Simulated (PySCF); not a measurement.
A structure optimised at B3LYP-D3(BJ)/def2-TZVP, used in a PySCF frequency run:

```xyz
3

Se    -0.0447     0.7129     0.0000
H      1.4225     0.8642     0.0000
Cl     0.0058    -1.4766     0.0000
```
Charge 0, spin multiplicity 1.

**Question.** Write its SMILES, formula and point group.

**Answer.** Cl[SeH], ClHSe, Cs

**Question.** What are its rotational constants (standard atomic weights)?

**Answer.** 235.25, 4.2832, 4.2066 GHz
